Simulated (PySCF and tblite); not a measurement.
Results of a calculation; reference values are marked as such.
C6H6O2S, numbered as in [CH3:1][O:2][C:3](=[O:4])[c:5]1[cH:6][cH:7][s:8][cH:9]1.

The ensemble was built from 90 distance-geometry starts (ETKDG and KDG, MMFF94s, GFN2-xTB) and rests on GFN2-xTB geometries. Weights use BLYP-D3(BJ)/pcSseg-1 (IEF-PCM, water) energies plus GFN2-xTB zero-point and thermal terms (modes under about 100 cm⁻¹ blended into free rotors). Symmetry numbers and mirror images are counted. Conformers within 2.5 kcal/mol (GFN2-xTB free energy) were kept, 4 at most. Programs: PySCF with density fitting and tblite.

Torsions listed: C1–O2–C3–O4, O2–C3–C5–C6.

```tsv
conformer	shape	symmetry	E(GFN2) kcal/mol
1	0°, 180°	Cs	0.09
2	0°, 0°	Cs	0.00
```

(1) Which of these conformers is the most populated at 298.15 K, and with what share?

(2) Give the DFT energies and free energies relative to the lowest, and all weights.

(3) How does its share change from 250 K to 350 K?

The minima are those of GFN2-xTB; planar forms about aryl–S or allylic bonds may be saddles in DFT.

Results:

(1) Conformer 1, about 61 %. The lead over the next is within the error of the method.

(2) 
```csv
conformer,shape,E(DFT) kcal/mol,G(298.15 K) kcal/mol,weight %
1,"0°, 180°",0.00,0.00,60.5
2,"0°, 0°",0.20,0.25,39.5
```

(3) From 62 % to 59 %; the mixing entropy goes from 1.32 to 1.34 cal/(mol K).


Conformer gaps in pcSseg-1 on xTB geometries can be 2 kcal/mol off for S=O, P=O and other polar bonds.